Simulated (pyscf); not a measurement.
`[F][Si]([O][SiH3])([O][SiH3])[O][SiH3]`, singlet

Gas-phase minimum from PySCF at ωB97X-D3(BJ)/def2-SVP, one conformer. 

SMILES: F[Si](O[SiH3])(O[SiH3])O[SiH3]
```xyz
17

F     -2.1290     1.9226    -1.5213
Si    -0.8362     1.1669    -0.9327
O      0.1224     0.7153    -2.1753
Si     1.6365     1.1830    -2.7125
O     -1.3287    -0.1477    -0.0985
Si    -1.1459    -1.7977    -0.3063
O     -0.0320     2.1898     0.0543
Si     0.2841     2.2172     1.6970
H      1.6328     2.6308    -3.0570
H      1.9557     0.3712    -3.9146
H      2.6462     0.9274    -1.6471
H      0.3039    -2.1407    -0.3338
H     -1.7829    -2.2272    -1.5808
H     -1.8012    -2.4695     0.8449
H      1.1358     3.4032     1.9694
H     -0.9887     2.3130     2.4622
H      1.0076     0.9746     2.0881
```
Charge 0, spin multiplicity 1.

Bonds (Å): F1–Si2 1.609, Si2–O3 1.633, Si2–O5 1.633, Si2–O7 1.633, O3–Si4 1.673, Si4–H9 1.488, Si4–H10 1.485, Si4–H11 1.490, O5–Si6 1.673, Si6–H12 1.490, Si6–H13 1.488, Si6–H14 1.485, O7–Si8 1.673, Si8–H15 1.485 (the first ones only). Bond angles (°): F1–Si2–O3 108.9, F1–Si2–O5 108.8, F1–Si2–O7 108.8, O3–Si2–O5 110.1, O3–Si2–O7 110.1, O5–Si2–O7 110.1, Si2–O3–Si4 134.3, O3–Si4–H9 110.1, O3–Si4–H10 107.6, O3–Si4–H11 109.6, H9–Si4–H10 110.2, H9–Si4–H11 109.5, H10–Si4–H11 109.8, Si2–O5–Si6 134.2 (the first ones only).

Properties at ωB97X-D3(BJ)/def2-SVP:

- Harmonic wavenumbers, unscaled: 20, 29, 30, 56, 57, 78, 89, 91, 107, 249, 250, 354, 355, 395, 553, 713, 713, 736, 736, 741, 753, 783, 784, 939, 967, 967, 969, 971, 971, 973, 981, 981, 1024, 1111, 1112, 1112, 2266, 2266, 2269, 2278, 2278, 2278, 2294, 2294, 2295 cm⁻¹
- Zero-point energy: 60.4 kcal/mol
- Rotational symmetry number: 1
- Entropy of this conformer at 298 K and 1 atm, rigid rotor and harmonic oscillator, modes under 100 cm⁻¹ raised to 100: 477.3 J/(mol K)
- Dipole moment: 2.03 D

Single-point totals, which compare only within one level:

```csv
level,total energy (hartree)
ωB97X-D3(BJ)/def2-TZVP,-1489.58430
PBE/def2-TZVP,-1488.46696
r²SCAN/def2-TZVP,-1489.17943
B3LYP-D3(BJ)/def2-TZVP,-1489.55562
PBE0-D3(BJ)/def2-TZVP,-1488.60946
M06-2X/def2-TZVP,-1489.24306
ωB97M-D3(BJ)/def2-TZVP,-1489.67303
```

The lowest mode is so soft that the shape along it may change with the basis. Soft torsions are taken as harmonic, which can shift the entropy by several J/(mol K).
